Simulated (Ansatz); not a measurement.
The Ansatz (a first-principles code) input:
Ansatz 0.2 input:
```yaml
crystal:
  periodic: [false, false, false]
  atoms:
    - {symbol: B, position_ang: [0.00000000, 0.00000000, 0.00000000]}
basis:
  gaussian:
    orbitals: cc-pVTZ
total_charge: -1
magnetization: {spin_polarized: true, initial_magnetization: 2}
correlation: {method: ccsd_t, electrons: all}
```

What does this run give for the number of basis functions, total energy, coupled-cluster correlation energy (without the perturbative part), T1 diagnostic, MP2 correlation energy, SCF-reference <S^2>?


| Property | Value |
|---|---|
| number of basis functions | 30 |
| total energy | -24.5982 Eh |
| coupled-cluster correlation energy (without the perturbative part) | -0.0855 Eh |
| T1 diagnostic | 0.009 |
| MP2 correlation energy | -0.0667 Eh |
| SCF-reference <S^2> | 2.009 |

A gas-phase anion may not be bound at this level; its values then depend on the basis.
